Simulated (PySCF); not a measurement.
**Computed properties of ClFH4N2Sn, SMILES [NH2][Sn]([NH2])([F])[Cl]**

Sn(F)(Cl)(NH2)2 (ClFH4N2Sn), SMILES [NH2][Sn]([NH2])([Cl])[F]. Geometry optimised at r2SCAN-D4/def2-SVP. The structure was generated by enumeration; whether it is a known compound was not checked. The def2 effective core potentials stand for the cores of Sn; spin–orbit coupling is left out. The values are those of a single conformer. All values are computed for the isolated molecule unless a solvent is named; none is compared with measurement here.

**Structure.** All 21 harmonic modes at r2SCAN-D4/def2-SVP (PySCF) are real, so it is a minimum. With heavy atoms numbered as in [NH2:1][Sn:2]([NH2:3])([F:4])[Cl:5], the shortest bond between them is Sn2–F4 at 1.942 Å and the longest Sn2–Cl5 at 2.353 Å.

**Vibrations.** The strongest infrared lines (harmonic, unscaled, degenerate partners summed) lie at 556 cm⁻¹ (138 km/mol, N 60 %, H 34 %), 543 cm⁻¹ (117 km/mol, N 62 %, H 31 %), 628 cm⁻¹ (88 km/mol, F 83 %, Sn 14 %). The softest mode is at 99 cm⁻¹ and the zero-point energy is 33.6 kcal/mol.

**Electronic structure.** M06-2X/def2-TZVP (PySCF) places the frontier levels at -9.77 and -0.79 eV, a gap of 8.98 eV, and gives a dipole moment of 1.98 D and a mean polarisability of 62.1 bohr³. PBE/def2-TZVP (PySCF) at the same geometry gives -6.86 and -2.76 eV, so its gap is 4.88 eV narrower. An orbital gap is neither the optical nor the fundamental gap.

**Excitations.** TDDFT-M06-2X/def2-SVPD (PySCF) has S1 at 5.88 eV (211 nm, f = 0.121, bright); the most intense of the 10 singlets computed lies at 5.88 eV (f = 0.12). T1 (TDA) is at 5.16 eV. TDDFT-PBE/def2-SVPD (PySCF) puts S1 at 4.42 eV. No vertical singlet excitation falls in the visible range (under 3.1 eV).
